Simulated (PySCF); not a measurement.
PySCF job for SbCl5, SMILES [Sb]([Cl])([Cl])([Cl])([Cl])[Cl], PBE0-D3(BJ)/def2-SVP. Geometry optimised at PBE0-D3(BJ)/def2-SVP. The isomer is the one that the SMILES or the coordinates give; other isomers of the formula were not compared. The def2 effective core potentials stand for the cores of Sb; spin–orbit coupling is left out.

```python
import numpy as np
from pyscf import gto, scf, dft, df
from pyscf.hessian import thermo

mol = gto.M(
    atom='''
    Sb    0.00000000    0.00000000   -0.00000000
    Cl    2.33358616   -0.00000000   -0.00000000
    Cl    0.00000000   -0.00000000    2.36084178
    Cl   -0.00000000    0.00000001   -2.36084178
    Cl   -1.16679308   -2.02094490   -0.00000000
    Cl   -1.16679308    2.02094489    0.00000001
    ''',
    basis='def2-SVP',
    ecp={'Sb': 'def2-svp'},
    charge=0,
    spin=0,
    max_memory=1600,
    verbose=3,
)
mf = dft.RKS(mol, xc='pbe0').density_fit(auxbasis='def2-universal-jkfit')
mf.disp = 'd3bj'
mf.grids.level = 3
mf.conv_tol = 1e-11
mf.max_cycle = 100
mf.kernel()

# [left out here: the lines that compute and print the analytic Hessian (its translational invariance restored by hand, since the grid's response is missing), thermochemistry and intensities]
```

Output:

```
converged SCF energy = -2539.89281574677

WARN: DFTD3 does not support analytical Hessian, using finite difference


WARN: Mole.unit (angstrom) is changed to Bohr

Mode                                 0                   1                   2
Irrep
Freq [cm^-1]                       54.9791             54.9887            161.4541
Reduced mass [au]                  35.7352             35.7362             43.9443
Force const [Dyne/A]                0.0636              0.0637              0.6749
Char temp [K]                      79.1027             79.1165            232.2965
Normal mode                   x     y     z       x     y     z       x     y     z
       0  Sb                -0.01  0.00  0.00   -0.00 -0.01  0.00    0.05 -0.00  0.00
       1  Cl                -0.02 -0.00  0.00   -0.00  0.12  0.00    0.05  0.00 -0.00
       2  Cl                -0.06  0.00  0.00   -0.00 -0.06  0.00   -0.09  0.00  0.00
       3  Cl                -0.06  0.00 -0.00   -0.00 -0.06 -0.00   -0.09  0.00 -0.00
       4  Cl                 0.08 -0.06 -0.00   -0.06  0.02 -0.00   -0.02  0.04 -0.00
       5  Cl                 0.08  0.06 -0.00    0.06  0.02  0.00   -0.02 -0.04 -0.00
Mode                                 3                   4                   5
Irrep
Freq [cm^-1]                      161.5310            167.8050            167.9491
Reduced mass [au]                  43.9447             35.4508             35.4500
Force const [Dyne/A]                0.6756              0.5881              0.5891
Char temp [K]                     232.4071            241.4340            241.6414
Normal mode                   x     y     z       x     y     z       x     y     z
       0  Sb                -0.00 -0.05 -0.00   -0.00 -0.00 -0.00   -0.00 -0.00  0.00
       1  Cl                -0.00  0.04 -0.00   -0.00  0.00  0.11   -0.00  0.00 -0.00
       2  Cl                 0.00  0.09 -0.00    0.08  0.00 -0.00   -0.00  0.08  0.00
       3  Cl                 0.00  0.09  0.00   -0.08 -0.00 -0.00    0.00 -0.08  0.00
       4  Cl                -0.04 -0.02  0.00    0.00  0.00 -0.05   -0.00 -0.00 -0.09
       5  Cl                 0.04 -0.02 -0.00    0.00 -0.00 -0.05    0.00 -0.00  0.09
Mode                                 6                   7                   8
Irrep
Freq [cm^-1]                      175.1822            321.6609            353.7857
Reduced mass [au]                  43.0296             35.4500             35.4500
Force const [Dyne/A]                0.7780              2.1610              2.6142
Char temp [K]                     252.0482            462.7983            509.0189
Normal mode                   x     y     z       x     y     z       x     y     z
       0  Sb                 0.00  0.00 -0.05   -0.00  0.00 -0.00   -0.00 -0.00 -0.00
       1  Cl                 0.00 -0.00  0.08   -0.06 -0.00 -0.00    0.08  0.00 -0.00
       2  Cl                -0.00 -0.00 -0.04    0.00  0.00  0.10    0.00  0.00  0.07
       3  Cl                 0.00  0.00 -0.04    0.00  0.00 -0.10    0.00  0.00 -0.07
       4  Cl                -0.00  0.00  0.08    0.03  0.05  0.00   -0.04 -0.07  0.00
       5  Cl                -0.00 -0.00  0.08    0.03 -0.05  0.00   -0.04  0.07  0.00
Mode                                 9                  10                  11
Irrep
Freq [cm^-1]                      397.5387            401.6319            401.6438
Reduced mass [au]                  46.8934             45.3861             45.3840
Force const [Dyne/A]                4.3664              4.3135              4.3136
Char temp [K]                     571.9697            577.8588            577.8760
Normal mode                   x     y     z       x     y     z       x     y     z
       0  Sb                -0.00 -0.00 -0.05    0.05 -0.00 -0.00    0.00  0.05 -0.00
       1  Cl                 0.00  0.00 -0.00   -0.11  0.00 -0.00   -0.00 -0.00 -0.00
       2  Cl                 0.00 -0.00  0.10    0.00 -0.00  0.00    0.00  0.00  0.00
       3  Cl                -0.00 -0.00  0.10    0.00 -0.00 -0.00    0.00  0.00 -0.00
       4  Cl                 0.00  0.00 -0.00   -0.03 -0.05 -0.00   -0.05 -0.09 -0.00
       5  Cl                 0.00 -0.00 -0.00   -0.03  0.05 -0.00    0.05 -0.09 -0.00
temperature 298.1500 [K]
pressure 101325.00 [Pa]
Rotational constants [GHz] 0.87263 0.73806 0.73806
Symmetry number 6
Zero-point energy (ZPE) 0.00642 [Eh]   16868.244 [J/mol]
                           tot       elec      trans        rot        vib
Entropy [J/mol/K]       406.985      0.000    179.840    114.356    112.788
Cv [J/mol/K]            112.705      0.000     12.472     12.472     87.761
Cp [J/mol/K]            121.019      0.000     20.786     12.472     87.761
Internal energy [J/mol]                      3718.434   3718.434  33672.876
Internal energy [Eh]   -2539.87716  -2539.89282
Enthalpy [J/mol]                             6197.391   3718.434  33672.876
Enthalpy [Eh]          -2539.87621
Gibbs free energy [J/mol]                  -47422.026 -30376.917     45.167
Gibbs free energy [Eh] -2539.92243
static polarisability / bohr^3: [[79.346  0.    -0.   ]
 [ 0.    79.347 -0.   ]
 [-0.    -0.    89.573]]
largest difference of analytic and finite-field dipole derivatives / e: 0.0013035581489253545
mode   freq/cm-1   IR/(km/mol)   Raman/(A^4/amu)   depolarisation
   1       54.98         0.007             2.337            0.750
   2       54.99         0.007             2.340            0.750
   3      161.45        12.425             2.078            0.750
   4      161.53        12.431             2.075            0.750
   5      167.80         0.002             6.615            0.750
   6      167.95         0.000             6.615            0.750
   7      175.18        18.773             0.001            0.750
   8      321.66         0.000            10.683            0.749
   9      353.79         0.000            46.898            0.006
  10      397.54        96.303             0.000            0.746
  11      401.63        67.603             6.236            0.750
  12      401.64        67.597             6.234            0.750
max |gradient| / (hartree/bohr): 8.468000301822728e-05
APT charges: [ 2.4451 -0.48   -0.5025 -0.5025 -0.48   -0.48  ]
```

Self-consistency was reached.

Cost: about 9 core-minutes (a rough figure).
